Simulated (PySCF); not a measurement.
Species: H11PSi4.
SMILES: `[SiH3][SiH2][Si@@H]([SiH3])P`

Vertical excitations from PySCF (density fitting, frozen core in the response, grid level 2 and gas phase unless stated; continuum runs use non-equilibrium linear response for the excitations) on a GFN2-xTB geometry. Reference run:

```tsv
settings	S1, eV (f)	S2, eV (f)	S3, eV (f)	S4, eV (f)	S5, eV (f)	S6, eV (f)	T1, eV (Tamm–Dancoff)	mean α (au)
PBE0/def2-SVPD, full TDDFT, 6 singlets	5.42 (0.015)	5.61 (0.035)	6.12 (0.076)	6.22 (0.025)	6.31 (0.041)	6.43 (0.144)	4.99	148.9
```

Problem. What do these settings give: PBE0/def2-SVPD, IEF-PCM chloroform, grid level 3, full TDDFT, 1 singlet?

Solution. 
```
                                                               settings    S1, eV (f)  S2, eV (f)  S3, eV (f)  S4, eV (f)  S5, eV (f)  S6, eV (f)  T1, eV (Tamm–Dancoff)  mean α (au)
PBE0/def2-SVPD, IEF-PCM chloroform, grid level 3, full TDDFT, 1 singlet  5.47 (0.027)           –           –           –           –           –                      –        194.1
```

S1 moves by +0.05 eV. States are counted by energy in each run and needn't keep their character from row to row.

Problem. Which orbital pairs make up S1 in each run, and how does it sit against the orbital gap?

Solution. 
```json
{"settings": "PBE0/def2-SVPD, full TDDFT, 6 singlets", "S1 configurations (weight)": "H→L 0.98", "S1 (eV)": "5.42", "orbital gap (eV)": "6.48", "S1 − gap (eV)": "-1.06"}
{"settings": "PBE0/def2-SVPD, IEF-PCM chloroform, grid level 3, full TDDFT, 1 singlet", "S1 configurations (weight)": "H→L 0.98", "S1 (eV)": "5.47", "orbital gap (eV)": "6.55", "S1 − gap (eV)": "-1.08"}
```

Geometry: GFN2-xTB, one conformer.

Conformer computed: `[SiH3:1][SiH2:2][Si@@H:3]([SiH3:4])[PH2:5]`: Si1–Si2–Si3–Si4 -83°, H–P5–Si3–Si2 -171°, H–P5–Si3–Si2 -78°.
